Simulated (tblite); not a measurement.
Species: C₅H₁₀NSe (charge +1).
SMILES with atom numbers: `[CH3:1][CH2:2][Se@@+:3]([CH3:4])[CH2:5][C:6]#[N:7]` (hydrogens: H8, H9, H10 on C1; H11, H12 on C2; H13, H14, H15 on C4; H16, H17 on C5)
Bond orders are those of one Lewis drawing.

Computed with GFN2-xTB (tblite), gas phase: L-BFGS steps from a force-field or distance-geometry start until the largest atomic force falls under 0.01 eV/Å.

At the end of the run (lengths in Å): C2–Se3 1.974, Se3–C5 1.980, Se3–C4 1.935, C2–H12 1.093, C4–H13 1.090, C1–H9 1.088, C5–C6 1.437, C2–Se3–C4 100.1°, C2–Se3–C5 98.9°, C4–Se3–C5 99.3°, C1–C2–Se3 111.1°, C1–C2–Se3–C4 70°, C2–Se3–C5–C6 -52°, H11–C2–Se3–C4 -170°, H13–C4–Se3–C2 46°.

Problem. These geometries were met on the way; a selection of coordinates is given. Order them by energy above the end point, lowest first.
A. C2–Se3 1.917, Se3–C5 1.933, Se3–C4 1.950, C2–H12 1.108, C4–H13 1.125, C1–H9 1.121, C5–C6 1.470, C2–Se3–C4 114.0°, C2–Se3–C5 106.8°, C4–Se3–C5 106.4°, C1–C2–Se3 115.1°, C1–C2–Se3–C4 100°, C2–Se3–C5–C6 -48°, H11–C2–Se3–C4 -144°, H13–C4–Se3–C2 71°
B. C2–Se3 1.977, Se3–C5 1.971, Se3–C4 1.932, C2–H12 1.091, C4–H13 1.090, C1–H9 1.085, C5–C6 1.439, C2–Se3–C4 101.5°, C2–Se3–C5 98.9°, C4–Se3–C5 98.0°, C1–C2–Se3 110.1°, C1–C2–Se3–C4 108°, C2–Se3–C5–C6 -40°, H11–C2–Se3–C4 -131°, H13–C4–Se3–C2 58°
C. C2–Se3 2.014, Se3–C5 2.003, Se3–C4 1.958, C2–H12 1.095, C4–H13 1.090, C1–H9 1.087, C5–C6 1.440, C2–Se3–C4 111.6°, C2–Se3–C5 101.2°, C4–Se3–C5 102.5°, C1–C2–Se3 109.3°, C1–C2–Se3–C4 106°, C2–Se3–C5–C6 -44°, H11–C2–Se3–C4 -139°, H13–C4–Se3–C2 64°
D. C2–Se3 1.998, Se3–C5 1.983, Se3–C4 1.939, C2–H12 1.091, C4–H13 1.091, C1–H9 1.086, C5–C6 1.440, C2–Se3–C4 107.3°, C2–Se3–C5 99.9°, C4–Se3–C5 99.6°, C1–C2–Se3 109.6°, C1–C2–Se3–C4 107°, C2–Se3–C5–C6 -42°, H11–C2–Se3–C4 -131°, H13–C4–Se3–C2 62°
E. C2–Se3 2.007, Se3–C5 1.999, Se3–C4 1.974, C2–H12 1.057, C4–H13 1.058, C1–H9 1.077, C5–C6 1.406, C2–Se3–C4 112.2°, C2–Se3–C5 101.8°, C4–Se3–C5 103.7°, C1–C2–Se3 109.3°, C1–C2–Se3–C4 105°, C2–Se3–C5–C6 -45°, H11–C2–Se3–C4 -142°, H13–C4–Se3–C2 65°

Solution. B (0.086 eV), D (0.147 eV), C (0.243 eV), E (0.393 eV), A (0.643 eV).

```json
{"step": "22", "E above end (eV)": "0.086", "rms distance from the end, all atoms (Å)": "0.496", "largest force (eV/Å)": "0.235", "rms shift of all bonds from the end (Å)": "0.003"}
{"step": "14", "E above end (eV)": "0.147", "rms distance from the end, all atoms (Å)": "0.541", "largest force (eV/Å)": "0.368", "rms shift of all bonds from the end (Å)": "0.006"}
{"step": "5", "E above end (eV)": "0.243", "rms distance from the end, all atoms (Å)": "0.574", "largest force (eV/Å)": "0.693", "rms shift of all bonds from the end (Å)": "0.013"}
{"step": "2", "E above end (eV)": "0.393", "rms distance from the end, all atoms (Å)": "0.577", "largest force (eV/Å)": "2.599", "rms shift of all bonds from the end (Å)": "0.024"}
{"step": "0", "E above end (eV)": "0.643", "rms distance from the end, all atoms (Å)": "0.581", "largest force (eV/Å)": "2.599", "rms shift of all bonds from the end (Å)": "0.028"}
```

Rows stand in the order of the answer.
